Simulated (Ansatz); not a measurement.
Z-matrix (Å, degrees):
```
C
Si 1 1.869
H 1 1.093 2 111.0
H 1 1.094 2 109.9 3 -119.5
H 1 1.092 2 111.3 3 120.8
C 2 1.868 1 112.0 3 60.1
Te 2 2.510 1 105.9 3 -61.0
H 2 1.489 1 110.0 3 -178.1
H 6 1.094 2 110.2 1 62.0
H 6 1.092 2 110.7 1 -58.2
H 6 1.092 2 111.0 1 -178.2
H 7 1.658 2 91.8 1 -178.6
```

Charge 0, multiplicity 1. Te takes the def2 core potential.

List the r2SCAN/def2-TZVPP orbital energies in eV (Ansatz 0.2.0). (Estimate.)

Ansatz gave: Occupied: -1791.23, -272.84, -272.76, -168.39, -141.63, -117.56, -117.45, -117.27, -96.54, -96.46, -96.45, -41.42, -41.37, -41.22, -41.12, -41.11, -18.72, -18.00, -16.18, -12.33, -10.79, -10.69, -10.28, -10.23, -9.03, -8.24, -8.06, -7.14, -5.47. Lowest empty: -1.00, -0.02, 0.75, 1.05, 1.73, 1.89, 2.51, 2.58.
